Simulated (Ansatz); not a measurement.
Cost and result for the atomization energy of `C[CH](C)[In]([NH2])[NH2]` (17 atoms, 16 bonds).

```xyz
17

C     1.5404   -0.7936   -1.1099
C     0.5258   -0.9300    0.0182
C     1.1980   -0.9158    1.3840
In   -1.0339    0.5683   -0.1182
N    -1.6236    1.6989    1.4595
N    -2.0603    1.0237   -1.8086
H     2.0807    0.1566   -1.0581
H     2.2933   -1.5903   -1.0525
H     1.0762   -0.8536   -2.0976
H     0.0014   -1.8844   -0.1033
H     1.9570   -1.7058    1.4524
H     0.4870   -1.0749    2.1988
H     1.7073    0.0333    1.5759
H    -1.4517    1.3727    2.3980
H    -2.5190    2.1624    1.4263
H    -2.5315    1.9147   -1.8596
H    -1.6470    0.8179   -2.7053
```

The species carries charge 0 and has multiplicity 1. Correlated methods include outer-core shells of In, which these sets cover unevenly. In: def2 effective core potential. Geometry: relaxed with PBE0-D4/def2-TZVP. It is one conformer, not always the lowest. Program: Ansatz. All runs use 2 threads of an AMD EPYC 7R13 on a shared host and a share of an NVIDIA H100 80 GB. Times are those of one run each, without the atoms' runs, and a repeat can differ threefold. Electronic energies, without spin–orbit coupling; frozen cores. CCSD(T)/CBS adds CCSD(T) − MP2 in def2-TZVPP to the MP2 limit, and its time is that of the two runs behind it. T1 = 0.013. With those shells the extrapolation isn't a true limit. HSE06 is the plane-wave form, built on full-range PBE exchange.

CCSD(T)/CBS is a level of theory with its own doubt, some kJ/mol a heavy atom from the limit and from the frozen cores, so smaller differences don't rank the functionals.

| level | functions | wall time | atomization (kcal/mol) | difference from CCSD(T)/CBS | per bond |
| --- | --- | --- | --- | --- | --- |
| r2SCANh-D4/def2-TZVPP | 359 | 15 s | 1421.6 | -17.4 | -1.1 |
| HSE06-D4/def2-TZVPP | 359 | 15 s | 1435.6 | -3.4 | -0.2 |
| CCSD(T)/def2-SVP | 151 | 16 s | 1349.4 | -89.6 | -5.6 |
| PBE-QIDH/def2-TZVPP | 359 | 17 s | 1422.3 | -16.7 | -1.0 |
| MP2/def2-QZVPP | 697 | 17 s | 1434.5 | -4.5 | -0.3 |
| B2PLYP/def2-TZVPP | 359 | 18 s | 1417.3 | -21.7 | -1.4 |
| ωB97X-V/def2-TZVPP | 359 | 18 s | 1438.7 | -0.3 | 0.0 |
| PBE-D4/def2-TZVPP (with forces) | 359 | 24 s | 1458.6 | 19.6 | 1.2 |
| CCSD(T)/def2-TZVPP | 359 | 32 s | 1398.9 | -40.1 | -2.5 |
| B97M-V/def2-TZVPP | 359 | 39 s | 1430.0 | -9.0 | -0.6 |
| CCSD(T)/CBS(def2) | – | 49 s | 1439.0 | 0.0 | 0.0 |
| r2SCAN-D4/def2-TZVPP (with forces) | 359 | 77 s | 1429.3 | -9.7 | -0.6 |
| BLYP-D4/def2-TZVPP | 359 | 86 s | 1430.1 | -8.9 | -0.6 |

From PBE to PBE0 (25 % exact exchange), in def2-TZVPP and without D4, the atomization energy moves by −22.7 kcal/mol: exact exchange takes away binding that semilocal exchange gives to molecules. At CCSD(T), def2-SVP lies −89.6 kcal/mol from the extrapolated value and def2-TZVPP −40.1 kcal/mol: correlation converges slowly with the basis, and small sets miss more of it in the bonded molecule than in its fragments. In def2-TZVPP, CCSD(T) changes the Hartree–Fock value by +383.4 kcal/mol (the triples alone add +20.9 kcal/mol) and MP2 by +395.2 kcal/mol; breaking electron pairs costs correlation energy, which Hartree–Fock lacks.

Spin–orbit coupling would lower the free In atoms strongly, and the atomization energy with them, by more than many differences here.
